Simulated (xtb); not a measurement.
Be(iPr)(SeH) (C3H8BeSe), SMILES C[CH](C)[Be][SeH]. All values are semi-empirical tight-binding results from xtb (GFN2-xTB unless named), good for trends rather than for accurate numbers. Geometry optimised at GFN2-xTB. Other conformers were not sampled.

For metal compounds this method's bond lengths and energies can be far off.

| Quantity | Value |
|---|---|
| orbital gap | 3.91 eV |
| zero-point energy | 62.5 kcal/mol |
| G − E(el) at 298.15 K (modified RRHO) | 41.1 kcal/mol |
